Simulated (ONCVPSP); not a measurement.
Varying the ONCV potential for Tb (Z = 65)

Base potential:

```
Element                 : Tb
Generator               : ONCVPSP 4.0.1
Type                    : optimised norm-conserving Vanderbilt (ONCV)
Functional              : LDA (Perdew-Wang 92)
Relativity              : scalar-relativistic
Frozen core             : [Kr] 4d10 4f8
Valence charge          : 11
Reference configuration : 5s2 5p6 5d1 6s1.5 6p0.5
Partial waves           : 5s+6s: rc 2.45 bohr, ncon 3, nbas 6, qcut 4.4 1/bohr, 2 projectors; 5p+6p: rc 2.75 bohr, ncon 3, nbas 7, qcut 5.4 1/bohr, 2 projectors; 5d: rc 2.85 bohr, ncon 5, nbas 10, qcut 4.9 1/bohr, 1 projector
Local potential         : polynomial inside 2.00 bohr (lpopt 5, dvloc0 6 Ha)
Core correction         : polynomial model core, fcfact 0.25
```

All-electron outer shells of the reference configuration (LDA (PZ), scalar-relativistic, ld1.x):

| shell | level (eV) | outermost node (bohr) | outermost maximum (bohr) |
| --- | --- | --- | --- |
| 4d | -154.41 | 0.26 | 0.55 |
| 5s | -52.09 | 0.64 | 1.16 |
| 5p | -28.67 | 0.69 | 1.33 |
| 4f | -9.85 | – | 0.55 |
| 6s | -4.75 | 1.57 | 3.28 |
| 5d | -3.13 | 0.77 | 1.94 |
| 6p | -1.72 | 1.89 | 4.48 |

Cutoffs, loose and tight: the cutoffs (Ha) at which the residual kinetic energy of the hardest occupied pseudo-wave falls to 1 and 0.1 mHa per electron. They do not see the model core or the augmentation charge, which bear on the density cutoff. Test errors are all-electron minus pseudo excitation energies from the reference, over the configurations 5s2 5p6 5d1 6s2 6p0; 5s2 5p6 5d1 6s1 6p0; 5s2 5p6 5d1 6s0 6p0; 5s1 5p6 5d1 6s2 6p0. A dash means not determined; rows that change the core or the reference have their own tests.

```csv
change,outcome,"cutoff, loose","cutoff, tight",bound ghosts,GHOST(+) flags above zero,largest test error (meV)
base,generated,8.2 Ha,9.9 Ha,none,s,-746
"core correction polynomial model core, fcfact 0.16",generated,8.2 Ha,9.9 Ha,none,s,-716
"core correction polynomial model core, fcfact 0.28",generated,8.2 Ha,9.9 Ha,none,s,-751
"core correction polynomial model core, fcfact 0.38",generated,8.2 Ha,9.9 Ha,none,s,-759
"core correction polynomial model core, fcfact 0.48",generated,8.2 Ha,9.9 Ha,none,s,-765
"core correction polynomial model core, fcfact 0.62",generated,8.2 Ha,9.9 Ha,none,s,-770
"core correction polynomial model core, fcfact 0.72",generated,8.2 Ha,9.9 Ha,none,s,-773
"core correction polynomial model core, fcfact 0.84",generated,8.2 Ha,9.9 Ha,none,s,-773
"core correction polynomial model core, fcfact 0.98",generated,8.2 Ha,9.9 Ha,none,s,-776
"core correction polynomial model core, fcfact 1.1",generated,8.2 Ha,9.9 Ha,none,s,-776
"core correction polynomial model core, fcfact 1.24",generated,8.2 Ha,9.9 Ha,none,s,-776
```

Reading the sweep of the fcfact (base included, trends over the rows without a ghost): The loose cutoff stays near 8.2 Ha. The median size of the test errors (rows with all tests solved) stays near 14.4 meV.
